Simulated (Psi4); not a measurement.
H2BO2, doublet, at a GFN2-xTB geometry; CCSD(T)/cc-pVDZ (Psi4 1.11).

Here is a job for Psi4.
```
memory 2 GB

molecule mol {
0 2
O     1.133773    0.124352   -0.367819
B    -0.033603   -0.521886   -0.205730
O    -1.127958   -0.034047    0.403417
H     1.228246    1.025262   -0.026177
H    -1.106748    0.861732    0.770041
}

set {
  basis cc-pvdz
  reference uhf
  freeze_core true
  mp2_type conv
  scf_type pk
  puream true
  d_convergence 1e-8
}

energy('ccsd(t)')
print_variables()
```

It wrote (shortened):

```
   => Loading Basis Set <=

    Name: CC-PVDZ
    Role: ORBITAL
    Keyword: BASIS

         ---------------------------------------------------------
                                   SCF
               by Justin Turney, Rob Parrish, Andy Simmonett
                          and Daniel G. A. Smith
                              UHF Reference
         ---------------------------------------------------------

  ==> Geometry <==

    Molecular point group: c1
    Full point group: C1

    Geometry (in Angstrom), charge = 0, multiplicity = 2:

       Center              X                  Y                   Z               Mass
    ------------   -----------------  -----------------  -----------------  -----------------
         O            1.137204906537     0.177654971489    -0.346806511139    15.994914619570
         B           -0.030171093463    -0.468583028511    -0.184717511139    11.009305360000
         O           -1.124526093463     0.019255971489     0.424429488861    15.994914619570
         H            1.231677906537     1.078564971489    -0.005164511139     1.007825032230
         H           -1.103316093463     0.915034971489     0.791053488861     1.007825032230

  Running in c1 symmetry.

  Rotational constants: A =      3.07349  B =      0.34440  C =      0.30969 [cm^-1]
  Rotational constants: A =  92140.97805  B =  10324.73762  C =   9284.38763 [MHz]
  Nuclear repulsion =   60.470008091175650

  Charge       = 0
  Multiplicity = 2
  Electrons    = 23
  Nalpha       = 12
  Nbeta        = 11

  ==> Algorithm <==

  SCF Algorithm Type is PK.
  DIIS enabled.
  MOM disabled.
  Fractional occupation disabled.
  Guess Type is SAD.
  Energy threshold   = 1.00e-08
  Density threshold  = 1.00e-08
  Integral threshold = 1.00e-12

  ==> Primary Basis <==

  Basis Set: CC-PVDZ
    Blend: CC-PVDZ
    Number of shells: 24
    Number of basis functions: 52
    Number of Cartesian functions: 55
    Spherical Harmonics?: true
    Max angular momentum: 2

  ==> Integral Setup <==

  Using in-core PK algorithm.
   Calculation information:
      Number of atoms:                   5
      Number of AO shells:              24
      Number of primitives:             76
      Number of atomic orbitals:        55
      Number of basis functions:        52

      Integral cutoff                 1.00e-12
      Number of threads:                 1

  Performing in-core PK
  Using 1900262 doubles for integral storage.
  We computed 45120 shell quartets total.
  Whereas there are 45150 unique shell quartets.

  ==> DiskJK: Disk-Based J/K Matrices <==

    J tasked:                  Yes
    K tasked:                  Yes
    wK tasked:                  No
    Schwarz Cutoff:          1E-12

  Minimum eigenvalue in the overlap matrix is 1.7514721478E-02.
  Reciprocal condition number of the overlap matrix is 4.1377432944E-03.
    Using symmetric orthogonalization.

  ==> Pre-Iterations <==

  SCF Guess: Superposition of Atomic Densities via on-the-fly atomic UHF (no occupation information).

   -------------------------
    Irrep   Nso     Nmo
   -------------------------
     A         52      52
   -------------------------
    Total      52      52
   -------------------------

  ==> Iterations <==

                        Total Energy        Delta E     RMS |[F,P]|

   @UHF iter SAD:  -174.65688792682712   -1.74657e+02   0.00000e+00
   @UHF iter   1:  -175.50236979776901   -8.45482e-01   1.02125e-02 DIIS/ADIIS
   @UHF iter   2:  -175.58841785439606   -8.60481e-02   5.86378e-03 DIIS/ADIIS
   @UHF iter   3:  -175.62113715621442   -3.27193e-02   7.25282e-04 DIIS/ADIIS
   @UHF iter   4:  -175.62249987489122   -1.36272e-03   1.79811e-04 DIIS/ADIIS
   @UHF iter   5:  -175.62261960360257   -1.19729e-04   6.27553e-05 DIIS
   @UHF iter   6:  -175.62263751639566   -1.79128e-05   2.27136e-05 DIIS
   @UHF iter   7:  -175.62263967429749   -2.15790e-06   8.62574e-06 DIIS
   @UHF iter   8:  -175.62264001751831   -3.43221e-07   3.15159e-06 DIIS
   @UHF iter   9:  -175.62264007401390   -5.64956e-08   9.88885e-07 DIIS
   @UHF iter  10:  -175.62264007901891   -5.00501e-09   3.00925e-07 DIIS
   @UHF iter  11:  -175.62264007941559   -3.96682e-10   9.78637e-08 DIIS
   @UHF iter  12:  -175.62264007946385   -4.82601e-11   2.94378e-08 DIIS
   @UHF iter  13:  -175.62264007946831   -4.46221e-12   1.01862e-08 DIIS
   @UHF iter  14:  -175.62264007946891   -5.96856e-13   4.52411e-09 DIIS
  Energy and wave function converged.

  ==> Post-Iterations <==

   @Spin Contamination Metric:   3.205342709E-03
   @S^2 Expected:                7.500000000E-01
   @S^2 Observed:                7.532053427E-01
   @S   Expected:                5.000000000E-01
   @S   Observed:                5.000000000E-01

    Orbital Energies [Eh]
    ---------------------

    Alpha Occupied:

[...]
    Alpha Virtual:

[...]
      52A      4.043155

    Beta Occupied:

[...]
    Beta Virtual:

[...]
    Final Occupation by Irrep:
              A
    DOCC [    11 ]
    SOCC [     1 ]
    NA   [    12 ]
    NB   [    11 ]

  @UHF Final Energy:  -175.62264007946891

   => Energetics <=

    Nuclear Repulsion Energy =             60.4700080911756501
    One-Electron Energy =                -361.1448483291658249
    Two-Electron Energy =                 125.0522001585212593
    Total Energy =                       -175.6226400794689084

  UHF NO Occupations:
  HONO-2 :   10  A 1.9993973
  HONO-1 :   11  A 1.9992315
  HONO-0 :   12  A 1.0000000
  LUNO+0 :   13  A 0.0007685
  LUNO+1 :   14  A 0.0006027
  LUNO+2 :   15  A 0.0001167
  LUNO+3 :   16  A 0.0000586

Computation Completed

Properties will be evaluated at   0.000000,   0.000000,   0.000000 [a0]

Properties computed using the SCF density matrix

 Multipole Moments:

 ------------------------------------------------------------------------------------
     Multipole            Electronic (a.u.)      Nuclear  (a.u.)        Total (a.u.)
[...]
     1        -0.437118938992633    7.715e-02    0.015165    0.000000    0.000000    0.000000
     2        -0.446804836983753    2.287e-02    0.016565    0.000000    0.000000    0.000000
     3        -0.449747977128016    1.379e-02    0.020458    0.000000    0.000000    0.000000
     4        -0.449520534139246    3.687e-03    0.021468    0.000000    0.000000    0.000000
     5        -0.449458329641323    1.508e-03    0.021852    0.000000    0.000000    0.000000
     6        -0.449468036279006    5.242e-04    0.021926    0.000000    0.000000    0.000000
     7        -0.449468143817411    2.025e-04    0.021928    0.000000    0.000000    0.000000
     8        -0.449469096873298    7.281e-05    0.021925    0.000000    0.000000    0.000000
     9        -0.449469914131654    2.320e-05    0.021925    0.000000    0.000000    0.000000
    10        -0.449469575149921    7.106e-06    0.021924    0.000000    0.000000    0.000000
    11        -0.449469737160615    2.893e-06    0.021924    0.000000    0.000000    0.000000
    12        -0.449469769272852    1.139e-06    0.021924    0.000000    0.000000    0.000000
    13        -0.449469798118297    4.628e-07    0.021924    0.000000    0.000000    0.000000
    14        -0.449469808000503    1.413e-07    0.021925    0.000000    0.000000    0.000000
    15        -0.449469807405786    5.551e-08    0.021925    0.000000    0.000000    0.000000

    Iterations converged.

    Largest TIA Amplitudes:
              5   1        -0.0443696411
              8   0         0.0331018039
              5   6        -0.0156355172
              8   9        -0.0114437998
              6   3         0.0089687221
              4   4        -0.0087922186
              4   0        -0.0076527173
              8   5         0.0066797366
              6   2         0.0062462171
              2   4        -0.0060948864

    Largest Tia Amplitudes:
              5   2        -0.0451599488
              5   6        -0.0199670770
              4   1         0.0177856222
              2   1         0.0108955387
              4   0        -0.0101378995
              4   7        -0.0088785519
              2   5        -0.0084835913
              6   4         0.0082800769
              4   5         0.0075827856
              0   0        -0.0073417524

    Largest TIJAB Amplitudes:
      8   5   6   5         0.0151013451
      8   7   3   1        -0.0136275765
      8   7   2   1        -0.0123457302
      8   3   7   0         0.0119803431
      7   6   8   1        -0.0109863986
      7   6  12   1        -0.0107322081
      8   5   4   1        -0.0102670061
      8   5   9   1         0.0102365492
      7   3   1   0        -0.0099053876
      7   6   4   1         0.0098766275

    Largest Tijab Amplitudes:
      7   3   2   1        -0.0104146417
      7   6  13   2        -0.0096436170
      7   6   9   2        -0.0095827869
      7   6   5   2         0.0088097135
      5   3  11   2        -0.0085930699
      7   3   9   2         0.0084682385
      7   6  20  17        -0.0080983180
      6   3   9   1         0.0079983147
      7   2  11   2         0.0079767341
      7   6  18  15        -0.0079404904

    Largest TIjAb Amplitudes:
      7   7   1   2        -0.0345717426
      5   5   1   2        -0.0300096335
      7   7  16  17        -0.0248877392
      5   7   1  17        -0.0204352680
      8   5   1   0         0.0198769698
      7   5  16   2        -0.0195992674
      7   5  16  18        -0.0194147157
      7   5   1  17        -0.0193445057
      7   7  17  18        -0.0192524388
      5   5  16  17        -0.0191807611

    SCF energy       (wfn)                    = -175.622640079468908
    Reference energy (file100)                = -175.622640079468653

    Opposite-spin MP2 correlation energy      =   -0.317247142965624
    Same-spin MP2 correlation energy          =   -0.117616991058778
    Singles MP2 correlation energy            =   -0.000000000000000
    MP2 correlation energy                    =   -0.434864134024402
      * MP2 total energy                      = -176.057504213493047

    Opposite-spin CCSD correlation energy     =   -0.343952797683704
    Same-spin CCSD correlation energy         =   -0.105517009722082
    Singles CCSD correlation energy           =    0.000000000000000
    CCSD correlation energy                   =   -0.449469807405786
      * CCSD total energy                     = -176.072109886874443

            **************************
            *                        *
            *        CCTRIPLES       *
            *                        *
            **************************

    Wave function   =    CCSD_T
    Reference wfn   =      UHF

    Nuclear Rep. energy (wfn)                =   60.470008091175650
    SCF energy          (wfn)                = -175.622640079468908
    Reference energy    (file100)            = -175.622640079468653
    CCSD energy         (file100)            =   -0.449469807405786
    Total CCSD energy   (file100)            = -176.072109886874443

    Number of ijk index combinations:
    Spin Case AAA:                                  84
    Spin Case BBB:                                  56
    Spin Case AAB:                                 288
    Spin Case ABB:                                 252
    AAA (T) energy                             =   -0.000360606155883
    BBB (T) energy                             =   -0.000214298405816
    AAB (T) energy                             =   -0.005348763233422
    ABB (T) energy                             =   -0.004524328081876
    (T) energy                                   =   -0.010447995876997
      * CCSD(T) total energy                     = -176.082557882751445

  Variable Map:
  ----------------------------------------------------------------------------
[...]
  Array Variable Map:
  ----------------------------------------------------------------------------
[...]
[...]
```
